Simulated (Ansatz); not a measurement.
`[SiH3][N]([SiH3])[InH2]` + silanol → `[SiH3][O][InH2]` + `[SiH3]N[SiH3]` at 298.15 K and 1 bar (ligand exchange at the In–N bond).

Program: Ansatz. Geometries: PBE0-D4/def2-TZVP. ΔE: electronic, gas phase. CBS: MP2 limit from def2 TZ/QZ plus the TZ coupled-cluster correction, frozen cores. This one scheme is used for every species. Elements past krypton have def2 core potentials. For In outer-core shells are correlated without core-valence functions, which leaves a few kJ/mol of doubt a bond.

| species | CCSD(T)/CBS energy (Eh) | H − E (kJ/mol) | S (J/(mol·K)) |
| --- | --- | --- | --- |
| `[SiH3][N]([SiH3])[InH2]` | -827.51128 | 204.8 | 401.5 |
| `O[SiH3]` | -366.69042 | 113.6 | 257.8 |
| `[SiH3][O][InH2]` | -557.10255 | 126.5 | 345.2 |
| `[SiH3]N[SiH3]` | -637.10515 | 192.6 | 335.6 |

H − E and S are ideal-gas, rigid-rotor, harmonic terms from PBE0-D4/def2-TZVP. 1 Eh = 2625.50 kJ/mol, R = 8.31446 J/(mol·K).

By hand: ΔE, ΔH, ΔS and ΔG.

ΔE = (-557.10255) + (-637.10515) − (-827.51128) − (-366.69042) = -0.00600 Eh = -15.8 kJ/mol. Δ(H − E) = 126.5 + 192.6 − 204.8 − 113.6 = 0.7, so ΔH = -15.1 kJ/mol. ΔS = 345.2 + 335.6 − 401.5 − 257.8 = 21.5 J/(mol·K). ΔG = -15.1 − 298.15 × (21.5)/1000 = -21.5 kJ/mol.

By hand: the equilibrium constant, and the temperature at which ΔG would vanish if ΔH and ΔS stayed fixed.

log₁₀ K = −ΔG/(RT ln 10) = 3.8. ΔH and −TΔS have one sign here, so there is no such temperature.

TΔS isn't small against ΔH here. A doubt of 5 kJ/mol in ΔE shifts log₁₀ K by 0.9 here. Modes under 60 cm⁻¹, often nearly free rotors, make the harmonic entropy too high. These are equilibria of isolated gas molecules and say nothing of rates. Largest T1 diagnostic: 0.015 (customary marks: 0.02 for closed shells, 0.045 for open ones).
